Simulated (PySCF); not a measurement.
C₅H₆F₄Si.
SMILES with atom numbers: `[F:1][C@@H:2]1[CH:3]=[C:4]([C:5]([F:6])([F:7])[F:8])[CH2:9][SiH2:10]1`

Structure used (GFN2-xTB), in Å, numbered top down from 1:
```xyz
16
C5H6F4Si angstrom
F      2.2626   -1.8142   -0.3855
C      1.6422   -0.7690    0.2839
C      0.1944   -1.0812    0.4974
C     -0.6840   -0.1427    0.1722
C     -2.1615   -0.3067    0.3580
F     -2.8303   -0.2037   -0.8059
F     -2.6758    0.6438    1.1637
F     -2.5095   -1.4839    0.8942
C     -0.2196    1.1583   -0.4128
Si     1.6493    0.8874   -0.7148
H      2.1540   -0.7129    1.2527
H     -0.0813   -2.0475    0.8908
H     -0.7930    1.3829   -1.3134
H     -0.4230    1.9698    0.2884
H      2.4829    1.9002   -0.0698
H      1.9851    0.6283   -2.1105
```

Definitions: NICS(0) = −σiso at the ring centroid; NICS(1) = −σiso and NICS(1)zz = −σzz at ±1 Å along the ring normal z. Level: GIAO PBE0/pcSseg-1 (PySCF, non-relativistic, gas phase) on the GFN2-xTB geometry, one conformer.

Ring bond lengths (Å), with Mayer bond orders in brackets: C2–C3 1.496 (1.02), C3–C4 1.326 (1.80), C4–C9 1.500 (1.03), C9–Si10 1.912 (0.88), Si10–C2 1.934 (0.85).

Q: What do the NICS probes read (ppm)?

A: 
```tsv
ring	type	NICS(0)	NICS(1), two faces	NICS(1)zz, two faces	rms pucker (Å)	centre to ring atoms, mean (Å)
C2–C3–C4–C9–Si10	5-membered ring with Si; formal bonds 1 double, 4 single	-2.5	-2.7 / -3.8	0.2 / -1.8	0.07	1.38
```

Q: What do they say, and how far can they be read as aromaticity?

A: 
- C2–C3–C4–C9–Si10: mean NICS(1)zz -0.8 ppm, near zero. C2, C9, Si10 have four or more neighbours, so the value isn't read as a sign of a π ring current.
